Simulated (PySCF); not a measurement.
A side-by-side comparison of computed properties.

First species: C₅H₁₁P₂ (charge +1).
Atom-mapped SMILES: `[CH3:1][C:2]1=[CH:3][CH2:4][P@@H+:5]([PH2:6])[CH2:7]1` (hydrogens: H8, H9, H10 on C1; H11 on C3; H12, H13 on C4; H14 on P5; H15, H16 on P6; H17, H18 on C7)

Cartesian coordinates in Å at the GFN2-xTB level; atoms count from 1:
```
atom  x, y, z in Å
C1    -2.5712    0.1012    0.0735
C2    -1.1259   -0.2173   -0.0608
C3    -0.6049   -1.2883   -0.6424
C4     0.8957   -1.4418   -0.6578
P5     1.4648    0.2163   -0.1380
P6     1.9993    1.4193   -1.8479
C7    -0.1361    0.7646    0.5454
H8    -2.8292    0.2526    1.1206
H9    -2.8084    1.0205   -0.4606
H10   -3.1826   -0.7012   -0.3271
H11   -1.1987   -2.0685   -1.0865
H12    1.2264   -2.2143    0.0443
H13    1.2714   -1.7058   -1.6506
H14    2.3763    0.0780    0.9000
H15    2.4606    2.4660   -1.0377
H16    3.2631    0.8235   -1.9540
H17   -0.3627    1.7972    0.2647
H18   -0.1468    0.7042    1.6386
```

Second species: F2H6S2Si3.
SMILES with atom numbers: `[F:1][SiH2:2][S:3][Si@H:4]([F:5])[S:6][SiH3:7]` (hydrogens: H8, H9 on Si2; H10 on Si4; H11, H12, H13 on Si7)

Cartesian coordinates in Å at the GFN2-xTB level; atoms count from 1:
```xyz
13
F2H6S2Si3 angstrom
F      3.2668   -1.2106    1.4055
Si     2.3279   -0.7203    0.2084
S      1.1234    0.8273    1.0772
Si     0.0540    1.5507   -0.6236
F     -1.0394    2.5416    0.0026
S     -0.9263    0.0226   -1.7342
Si    -2.3960   -0.7134   -0.3217
H      3.2005   -0.1665   -0.8045
H      1.5159   -1.8602   -0.1585
H      0.8522    2.3191   -1.5429
H     -3.0884   -1.7032   -1.1277
H     -1.6654   -1.2950    0.7977
H     -3.2298    0.4083    0.0814
```

Levels: CAM-B3LYP/def2-SVPD for HOMO energy, LUMO energy, HOMO–LUMO gap and static isotropic polarisability; TDDFT CAM-B3LYP/def2-SVPD for lowest singlet excitation; TDA CAM-B3LYP/def2-SVPD for lowest triplet excitation (Tamm–Dancoff). Geometries: GFN2-xTB. Each species is one conformer at its optimised geometry, gas phase, non-relativistic unless stated; the electronic structure was computed with PySCF and density fitting.

Dipoles, sizes and rotational constants follow the conformer. The torsions of the flexible species, by atom-mapped SMILES:
- `[F:1][SiH2:2][S:3][Si@H:4]([F:5])[S:6][SiH3:7]`: F1–Si2–S3–Si4 175°, Si2–S3–Si4–F5 171°, S3–Si4–S6–Si7 65°

The conformers of `CC1=CC[P@@H+](P)C1` aren't listed.

```tsv
property	column X	column Y
HOMO energy	-9.10 eV	-12.67 eV
LUMO energy	-0.02 eV	-4.22 eV
HOMO–LUMO gap	9.08 eV	8.45 eV
lowest singlet excitation	5.77 eV	5.82 eV
lowest triplet excitation (Tamm–Dancoff)	5.59 eV	4.41 eV
static isotropic polarisability	114.9 au	97.9 au
```

Task: Which column belongs to which species?

Result: Column X is the second species and column Y the first. The first has 18 atoms and 70 electrons, the second 13 and 98; their charges are +1 and 0, their HOMO energies -12.67 eV and -9.10 eV.

Task: How does each property change from the first species to the second?

Result: HOMO energy +3.57 eV; LUMO energy +4.20 eV; HOMO–LUMO gap +0.63 eV; lowest singlet excitation -0.05 eV; lowest triplet excitation (Tamm–Dancoff) +1.18 eV; static isotropic polarisability +17.0 au.

On the first: S1 lies 2.63 eV below the HOMO–LUMO gap; its leading configuration is HOMO→LUMO, weight 0.96. No computed singlet falls in the visible range (750 to 380 nm, 1.65 to 3.26 eV); S1 lies 2.56 eV above its blue end.

On the second: No computed singlet falls in the visible range (750 to 380 nm, 1.65 to 3.26 eV); S1 lies 2.51 eV above its blue end. S1 lies 3.31 eV below the HOMO–LUMO gap; its leading configuration is HOMO→LUMO, weight 0.65.
